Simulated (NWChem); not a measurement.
Everything below was run with NWChem. System: diphosphane (H₄P₂), charge 0, spin multiplicity 1, at a geometry optimised with B3LYP/def2-SVP. Level: EOM-CCSD/aug-cc-pVDZ, 10 core orbitals frozen.

Input file:

```
start mol
memory heap 100 mb stack 700 mb global 1900 mb
geometry units angstroms nocenter noautoz
  P      1.008557     0.521693     0.000000
  P     -1.008557    -0.521693     0.000000
  H      1.540850    -0.316327     1.031272
  H      1.540850    -0.316327    -1.031272
  H     -1.540850     0.316327     1.031272
  H     -1.540850     0.316327    -1.031272
  symmetry group C2h
end
basis spherical
  * library aug-cc-pvdz
end
scf
  rhf
  nopen 0
  maxiter 100
  thresh 1e-7
  semidirect memsize 60000000 filesize 0
end
tce
  freeze core 10
  ccsd
  nroots 1
  2eorb
  2emet 13
  thresh 1e-5
  maxiter 200
  tilesize 24
  dipole
end
task tce energy
```

Output (cleaned and shortened):

```
             Northwest Computational Chemistry Package (NWChem) 7.3.0
             --------------------------------------------------------

                                NWChem Input Module
                                -------------------

 Scaling coordinates for geometry "geometry" by  1.889725989
 (inverse scale =  0.529177249)

 Turning off AUTOSYM since
 SYMMETRY directive was detected!

                             Geometry "geometry" -> ""
                             -------------------------

 Output coordinates in angstroms (scale by  1.889725989 to convert to a.u.)

  No.       Tag          Charge          X              Y              Z
 ---- ---------------- ---------- -------------- -------------- --------------
    1 P                   15.0000     1.00855700     0.52169300     0.00000000
    2 P                   15.0000    -1.00855700    -0.52169300     0.00000000
    3 H                    1.0000     1.54085000    -0.31632700     1.03127200
    4 H                    1.0000     1.54085000    -0.31632700    -1.03127200
    5 H                    1.0000    -1.54085000     0.31632700     1.03127200
    6 H                    1.0000    -1.54085000     0.31632700    -1.03127200

 Effective nuclear repulsion energy (a.u.)      87.2530053904

            Nuclear Dipole moment (a.u.)
            ----------------------------
        X                 Y               Z
 ---------------- ---------------- ----------------
     0.0000000000     0.0000000000     0.0000000000

      Symmetry information
      --------------------

 Group name             C2h
 Group number             21
 Group order               4
 No. of unique centers     2

      Symmetry unique atoms

     1    3


 Summary of "ao basis" -> "" (spherical)
 ------------------------------------------------------------------------------
       Tag                 Description            Shells   Functions and Types
 ---------------- ------------------------------  ------  ---------------------
 *                        aug-cc-pvdz                 on all atoms

 Summary of "ao basis" -> "ao basis" (spherical)
 ------------------------------------------------------------------------------
       Tag                 Description            Shells   Functions and Types
 ---------------- ------------------------------  ------  ---------------------
 P                        aug-cc-pvdz               11       27   5s4p2d
 H                        aug-cc-pvdz                5        9   3s2p

                                 NWChem SCF Module
                                 -----------------

  ao basis        = "ao basis"
  functions       =    90
  atoms           =     6
  closed shells   =    17
  open shells     =     0
  charge          =   0.00
  wavefunction    = RHF
  use symmetry    = T
  symmetry adapt  = T

 Summary of "ao basis" -> "ao basis" (spherical)
 ------------------------------------------------------------------------------
       Tag                 Description            Shells   Functions and Types
 ---------------- ------------------------------  ------  ---------------------
 P                        aug-cc-pvdz               11       27   5s4p2d
 H                        aug-cc-pvdz                5        9   3s2p

      Symmetry analysis of basis
      --------------------------

        ag         28
        au         17
        bg         17
        bu         28

 Forming initial guess at       0.0s

      Superposition of Atomic Density Guess
[...]
 =========================================
 Excited-state calculation ( bu  symmetry)
 =========================================
 Dim. of EOMCC iter. space      500

 EOMCCSD SOLVER TYPE  1
  maxdiff =   0.38807457769709219

 No. of initial right vectors    1

 EOM-CCSD right-hand side iterations
 --------------------------------------------------------------
      Residuum       Omega / hartree  Omega / eV    Cpu    Wall
 --------------------------------------------------------------

 Iteration   1 using    1 trial vectors
   0.3463532869701   0.3137526345895    8.53765     0.4     0.4

 Iteration   2 using    2 trial vectors
   0.0860431284287   0.2389309682154    6.50165     0.3     0.3

 Iteration   3 using    3 trial vectors
   0.0835096210031   0.2274531166388    6.18932     0.3     0.3

 Iteration   4 using    4 trial vectors
   0.0581613569792   0.2161140156156    5.88076     0.3     0.3

 Iteration   5 using    5 trial vectors
   0.0367380546179   0.2107386349892    5.73449     0.3     0.3

 Iteration   6 using    6 trial vectors
   0.0313024517171   0.2088369507680    5.68274     0.3     0.3

 Iteration   7 using    7 trial vectors
   0.0195890085262   0.2080252671944    5.66066     0.3     0.3

 Iteration   8 using    8 trial vectors
   0.0098200543435   0.2074965367821    5.64627     0.3     0.3

 Iteration   9 using    9 trial vectors
   0.0051470634157   0.2074926530582    5.64616     0.3     0.3

 Iteration  10 using   10 trial vectors
   0.0028855377580   0.2074073611847    5.64384     0.3     0.3

 Iteration  11 using   11 trial vectors
   0.0015786993250   0.2073758514564    5.64299     0.3     0.3

 Iteration  12 using   12 trial vectors
   0.0008408529840   0.2073795505310    5.64309     0.3     0.3

 Iteration  13 using   13 trial vectors
   0.0004883292142   0.2073722495740    5.64289     0.3     0.3

 Iteration  14 using   14 trial vectors
   0.0002510699796   0.2073727370674    5.64290     0.3     0.3

 Iteration  15 using   15 trial vectors
   0.0001167395408   0.2073745606390    5.64295     0.3     0.3

 Iteration  16 using   16 trial vectors
   0.0000578742918   0.2073743891830    5.64295     0.3     0.3

 Iteration  17 using   17 trial vectors
   0.0000289796559   0.2073744232057    5.64295     0.3     0.3

 Iteration  18 using   18 trial vectors
   0.0000158714150   0.2073743928746    5.64295     0.3     0.3

 Iteration  19 using   19 trial vectors
   0.0000091329006   0.2073743219868    5.64294     0.3     0.3
 --------------------------------------------------------------
 Iterations converged
 ------------------

 Excited state root  1
 Excitation energy / hartree =        0.207374321986792
                   / eV      =        5.642944816551550
 largest EOMCCSD amplitudes: R1 and R2

 Singles contributions
    19bu  (alpha) ---    17ag  (alpha)       -0.6618047940
    22bu  (alpha) ---    17ag  (alpha)        0.3304989161
    25bu  (alpha) ---    15ag  (alpha)       -0.1161159024
    25bu  (alpha) ---    17ag  (alpha)        0.4201278491
    29bu  (alpha) ---    17ag  (alpha)        0.2834094172

 Doubles contributions

 No. of initial left vectors    1

 EOM-CCSD left-hand side iterations
 --------------------------------------------------------------
      Residuum       Omega / hartree  Omega / eV    Cpu    Wall
 --------------------------------------------------------------

 Iteration   1 using    1 trial vectors
   0.3858755923404   0.3137526345895    8.53765     0.6     0.6

 Iteration   2 using    2 trial vectors
   0.0907230780397   0.2397545332045    6.52406     0.6     0.6

 Iteration   3 using    3 trial vectors
   0.0836973225674   0.2284717870654    6.21704     0.6     0.6

 Iteration   4 using    4 trial vectors
   0.0586634077470   0.2168552009710    5.90093     0.6     0.6

 Iteration   5 using    5 trial vectors
   0.0374835432296   0.2110443954213    5.74281     0.6     0.6

 Iteration   6 using    6 trial vectors
   0.0314963858921   0.2090659483841    5.68898     0.6     0.6

 Iteration   7 using    7 trial vectors
   0.0203628280531   0.2081331544953    5.66359     0.6     0.6

 Iteration   8 using    8 trial vectors
   0.0103389453480   0.2074367132715    5.64464     0.6     0.6

 Iteration   9 using    9 trial vectors
   0.0054588926298   0.2075136274047    5.64674     0.6     0.6

 Iteration  10 using   10 trial vectors
   0.0030773651570   0.2074023126383    5.64371     0.6     0.6

 Iteration  11 using   11 trial vectors
   0.0017029306413   0.2073722040432    5.64289     0.6     0.6

 Iteration  12 using   12 trial vectors
   0.0008890601431   0.2073815855037    5.64314     0.6     0.6

 Iteration  13 using   13 trial vectors
   0.0005099654551   0.2073708022723    5.64285     0.6     0.6

 Iteration  14 using   14 trial vectors
   0.0002636007407   0.2073731842389    5.64291     0.6     0.6

 Iteration  15 using   15 trial vectors
   0.0001228531710   0.2073747525101    5.64296     0.6     0.6

 Iteration  16 using   16 trial vectors
   0.0000610691875   0.2073743195546    5.64294     0.6     0.6

 Iteration  17 using   17 trial vectors
   0.0000306866241   0.2073745849646    5.64295     0.6     0.6

 Iteration  18 using   18 trial vectors
   0.0000172808165   0.2073744803044    5.64295     0.6     0.6

 Iteration  19 using   19 trial vectors
   0.0000099759129   0.2073743708087    5.64295     0.7     0.7
 --------------------------------------------------------------
 Iterations converged

 Excited state root  1
 Excitation energy / hartree =        0.207374321986792
                   / eV      =        5.642944816551550

 EOM-CCSD transition moments / hartree
 --------------------------------------------
 X    1.1112200 Y    0.8012146 Z    0.0000000
 Oscillator Strength                0.2594605
 --------------------------------------------

 EOM-CCSD dipole moments / hartree & Debye
 ------------------------------------
   X        -0.0000000     -0.0000000
   Y        -0.0000000     -0.0000000
   Z         0.0000000      0.0000000
 Total       0.0000000      0.0000000
 ------------------------------------

 Singles contributions
    19bu  (alpha) ---    17ag  (alpha)       -0.6618047940
    22bu  (alpha) ---    17ag  (alpha)        0.3304989161
    25bu  (alpha) ---    15ag  (alpha)       -0.1161159024
    25bu  (alpha) ---    17ag  (alpha)        0.4201278491
    29bu  (alpha) ---    17ag  (alpha)        0.2834094172

 Doubles contributions

 Task  times  cpu:       87.4s     wall:       87.4s

 Total times  cpu:       87.4s     wall:       87.4s
```
